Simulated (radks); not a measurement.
All-electron atom: Ru in [Kr] 4d6 5s1.5 5p0.5 (fractional occupations, a model configuration).

Method: Dirac Kohn-Sham, PBE, spin-unpolarised, spherical densities, finite nucleus; open shells fill j = l - 1/2 first; Fermi nuclear charge, rms radius 4.4809 fm; computed with a radial shooting solver on a logarithmic mesh with Libxc functionals.

Energy parts (hartree):
part                        energy
total                  -4531.35358
kinetic                 4715.34786
electron-nucleus      -10955.88891
Hartree                 1842.63951
exchange-correlation    -133.45203

Orbitals (lengths in bohr, moments of r in powers of bohr; <r^-3> diverges for s and p1/2; r(max) is where P^2 peaks):
| orbital | occ. | eigenvalue (hartree) | <r^-3> | r(max) | <r^2> | small-component weight |
|---|---|---|---|---|---|---|
| 1s1/2 | 2 | -805.8868 | - | 0.02171 | 0.001510 | 2.58e-02 |
| 2s1/2 | 2 | -115.9787 | - | 0.1230 | 0.02495 | 5.34e-03 |
| 2p1/2 | 2 | -107.1772 | - | 0.09548 | 0.01876 | 5.35e-03 |
| 2p3/2 | 4 | -102.3660 | 2801 | 0.09947 | 0.02011 | 5.16e-03 |
| 3s1/2 | 2 | -20.55195 | - | 0.3618 | 0.1855 | 1.46e-03 |
| 3p1/2 | 2 | -17.13755 | - | 0.3486 | 0.1822 | 1.40e-03 |
| 3p3/2 | 4 | -16.32119 | 482.3 | 0.3581 | 0.1920 | 1.35e-03 |
| 3d3/2 | 4 | -10.27900 | 72.04 | 0.2995 | 0.1749 | 1.24e-03 |
| 3d5/2 | 6 | -10.11994 | 68.35 | 0.3023 | 0.1780 | 1.22e-03 |
| 4s1/2 | 2 | -2.95179 | - | 0.9140 | 1.170 | 3.49e-04 |
| 4p1/2 | 2 | -1.93278 | - | 0.9648 | 1.390 | 2.98e-04 |
| 4p3/2 | 4 | -1.80716 | 74.27 | 0.9893 | 1.468 | 2.85e-04 |
| 4d3/2 | 4 | -0.31407 | 6.061 | 1.190 | 3.088 | 1.57e-04 |
| 4d5/2 | 2 | -0.30111 | 5.678 | 1.201 | 3.176 | 1.54e-04 |
| 5s1/2 | 1.5 | -0.20805 | - | 2.619 | 11.53 | 3.87e-05 |
| 5p1/2 | 0.5 | -0.06723 | - | 3.442 | 23.81 | 1.85e-05 |
| 5p3/2 | 0 | -0.06166 | 3.243 | 3.569 | 25.72 | 1.70e-05 |

The highest occupied level is 5p1/2 at -1.829 eV. Summed over all electrons, <r^2> = 62.33 bohr^2, which gives a Langevin (diamagnetic) susceptibility term of -49.4 x 10^-6 cm^3/mol. The density falls to 0.001 e/bohr^3 at r = 4.75 bohr.
